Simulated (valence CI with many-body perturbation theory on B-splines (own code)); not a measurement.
## From CI to CI+MBPT in Dy⁴⁴⁺

Computed by relativistic CI+MBPT: four valence electrons over a frozen Dirac-Fock core [Ar], radial functions for each j: 9 s, 9 p, 10 d, 8 f, 5 g, 3 h, 1 i, with the one-electron correlation potential Σ1, the two-electron term Σ2, the three-electron term Σ3, Breit, model QED; selected CI, second order for the rest (own B-spline code, finite nucleus).

No measured spectrum was set against this ion. As an estimate, large intervals hold to a few tenths of a per cent, small ones and those within an open d or f shell to about a per cent. The list stops below the first excitations out of the core. Only levels of the ground parity were solved; by the run's estimate the other parity begins above the list, which can be wrong where configurations are misplaced.

Each rung adds one term. CI alone is the Dirac-Coulomb CI over the frozen core; QED comes last and gives the full result, which names the levels. Energies are above (3d3/2^4) J=0 on the same rung, in cm⁻¹.

Levels are named by their leading jj configuration (3d3/2^4 stands for four electrons in 3d with j = 3/2), which in mixed levels can hold well under half, so a name can repeat and another be missing. Letters in brackets count levels of one name in rising energy.

```csv
Level,CI alone,+ Σ1,+ Σ2,+ Σ3,+ Breit,Full
(3d3/2^3 3d5/2) J=1,279956,281496,285097,286238,277103,278043
(3d3/2^3 3d5/2) J=4,375224,376824,380559,380299,362429,363373
(3d3/2^3 3d5/2) J=2,380917,382660,384443,385619,372084,373119
(3d3/2^3 3d5/2) J=3,409324,411044,412632,413080,398883,399893
(3d3/2^2 3d5/2^2) J=0 [a],624992,628081,632696,632596,616088,617946
(3d3/2^2 3d5/2^2) J=2 [a],638940,641921,645653,647451,629354,631140
(3d3/2^2 3d5/2^2) J=4 [a],650463,653600,660586,661480,636054,637938
(3d3/2^2 3d5/2^2) J=3 [a],663124,666243,671046,672002,650433,652297
(3d3/2^2 3d5/2^2) J=5,698096,701236,708370,708916,679445,681310
(3d3/2^2 3d5/2^2) J=6,723595,726761,735295,735470,700135,702009
(3d3/2^2 3d5/2^2) J=1,721119,724332,725867,727194,707132,709036
(3d3/2^2 3d5/2^2) J=4 [b],758277,761485,765172,764580,736264,738151
(3d3/2^2 3d5/2^2) J=3 [b],756946,760086,760974,761534,737643,739487
(3d3/2^2 3d5/2^2) J=2 [b],767293,770507,770593,771946,748139,750029
(3d3/2^2 3d5/2^2) J=2 [c],849651,852937,852579,853543,833702,835605
(3d3/2^2 3d5/2^2) J=4 [c],887611,891017,891051,892436,867466,869440
(3d3/2^2 3d5/2^2) J=2 [d],970072,973525,969040,970333,949934,951907
(3d3/2 3d5/2^3) J=4 [a],1004510,1009060,1016050,1016300,984821,987534
(3d3/2 3d5/2^3) J=3 [a],1008070,1012710,1018790,1019370,990319,993092
(3d3/2 3d5/2^3) J=1 [a],1043870,1048520,1051770,1051810,1025630,1028400
(3d3/2 3d5/2^3) J=5,1054530,1059260,1067010,1067350,1028980,1031800
(3d3/2^2 3d5/2^2) J=0 [b],1049020,1052910,1049530,1050740,1030000,1032260
(3d3/2 3d5/2^3) J=6,1062530,1067250,1077670,1077950,1035440,1038250
(3d3/2 3d5/2^3) J=2 [a],1110490,1115210,1116990,1118580,1088640,1091420
(3d3/2 3d5/2^3) J=3 [b],1128460,1133200,1135100,1135350,1102570,1105360
(3d3/2 3d5/2^3) J=0,1205450,1209970,1204540,1201580,1175870,1178460
(3d3/2 3d5/2^3) J=3 [c],1228270,1233110,1232850,1233890,1203870,1206690
(3d3/2 3d5/2^3) J=1 [b],1229180,1233990,1231220,1232900,1207890,1210690
(3d3/2 3d5/2^3) J=4 [b],1238560,1243380,1244540,1245340,1212190,1214990
(3d3/2 3d5/2^3) J=2 [b],1268070,1272910,1269180,1270480,1241310,1244110
(3d5/2^4) J=4,1410010,1416270,1423860,1423540,1383200,1386920
```

How does the ionisation energy move along the ladder, and which term matters most?

CI alone 3599.8, + Σ1 3602.4, + Σ2 3610.9, + Σ3 3611.1, + Breit 3608.0, + QED 3608.2 eV. The largest step is Σ2, 8.5 eV. NIST lists 3607 ± 4 eV (theoretical).
